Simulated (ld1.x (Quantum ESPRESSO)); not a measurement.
**Cutoff test, H (Z = 1), TM**

| Item | Value |
| --- | --- |
| Element | H |
| Generator | ld1.x (Quantum ESPRESSO) 7.5 |
| Type | norm-conserving Troullier–Martins (Kleinman–Bylander form) |
| Functional | PBE |
| Relativity | non-relativistic |
| Frozen core | none |
| Valence charge | 1 |
| Reference configuration | 1s1 |
| Partial waves | 2p channel at -0.18 Ry: rc 1.20 bohr; 1s (bound): rc 1.15 bohr |
| Local potential | the s channel |
| Core correction | none |

The pseudo-atom Hamiltonian at the reference potential is diagonalised in spherical Bessel functions j_l(qr) that vanish at 20 bohr, with q² up to the cutoff. All-electron valence levels (Ry): 1s -0.4772.

Question: How do the lowest levels (Ry) of each channel move with the cutoff, and are there ghosts?

Answer:

```tsv
cutoff (Ry)	p #1	s #1	d #1	d #2	f #1	f #2	Σ f·Δε (mRy)
8	0.0294	-0.4214	0.0773	0.1847	0.1194	0.2591	55.8
10	0.0294	-0.4355	0.0773	0.1847	0.1194	0.2591	41.7
12	0.0294	-0.4464	0.0773	0.1847	0.1194	0.2591	30.8
15	0.0294	-0.4549	0.0773	0.1847	0.1194	0.2591	22.3
18	0.0294	-0.4640	0.0773	0.1847	0.1194	0.2591	13.2
21	0.0294	-0.4682	0.0773	0.1847	0.1194	0.2591	9.0
30	0.0294	-0.4742	0.0773	0.1847	0.1194	0.2591	3.0
35	0.0294	-0.4758	0.0773	0.1847	0.1194	0.2591	1.4
40	0.0294	-0.4766	0.0773	0.1847	0.1194	0.2591	0.6
45	0.0294	-0.4769	0.0773	0.1847	0.1194	0.2591	0.3
50	0.0294	-0.4770	0.0773	0.1847	0.1194	0.2591	0.2
400	0.0294	-0.4772	0.0773	0.1847	0.1194	0.2591	0.0
```

Result: no extra level below or beside the all-electron valence levels (p, s, d, f tested); 10 mRy is reached at 21 Ry and 1 mRy at 40 Ry.
